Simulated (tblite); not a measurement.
C3H9Al, triplet, at a GFN2-xTB geometry (such geometries of metal compounds can be far from the true shape) (a higher spin typed on purpose: for a closed-shell molecule this is an excited state); GFN1-xTB in tblite.

Input for tblite:
```
$ tblite run mol.xyz --method gfn1 --charge 0 --spin 2 --etemp 2000 --json tblite.json --no-restart

# file mol.xyz
13

Al    -0.51222004     0.44292878     0.78231096
C     -1.29817757    -1.28267702    -0.10714668
H     -0.65593492    -1.64380573    -0.90920286
H     -2.28266172    -1.05196373    -0.50960577
H     -1.39531838    -2.05560046     0.65282062
C     -0.15678134     1.57104174    -0.94674049
H      0.40296747     0.99917888    -1.68550361
H      0.40878133     2.45991912    -0.67406098
H     -1.11258708     1.87174080    -1.37127352
C      1.44013432    -0.22624452     1.13963741
H      2.04836682     0.61996748     1.45337021
H      1.87613720    -0.67324108     0.24727350
H      1.41663962    -0.96494531     1.93851324
```

Output, abridged:

```
xTB calculator
 | screened Coulomb repulsion
 | Coulomb electrostatics
 |  * isotropic Klopman-Ohno-Mataga-Nishimoto electrostatics
 |  * onsite third-order electrostatics
 | DFT-D3(BJ) dispersion correction

halogen bonding energy    0.0000000000000E+00 Eh
repulsion energy          1.6093600215230E-01 Eh
dispersion energy        -3.7332645955760E-03 Eh
number of electrons       2.4000000000000E+01 e
integral cutoff           4.0000000000000E+01 bohr

------------------------------------------------------------
  cycle        total energy    energy error   density error
------------------------------------------------------------
      1     -12.31940230396  -1.2476605E+01   5.2010410E-01
      2     -12.32232588983  -2.9235859E-03   3.0288134E-01
      3     -12.32235854692  -3.2657090E-05   1.5820113E-02
      4     -12.32240972885  -5.1181928E-05   2.1118295E-03
      5     -12.32241921586  -9.4870046E-06   8.5480372E-04
      6     -12.32241950431  -2.8844935E-07   4.1199398E-04
      7     -12.32241962241  -1.1810518E-07   5.3864608E-06
------------------------------------------------------------

electronic energy        -1.2479622359968E+01 Eh
total energy             -1.2322419622412E+01 Eh

Post processing:
 | Mayer-Wiberg bond orders

[Info] JSON dump of results written to 'tblite.json'
```
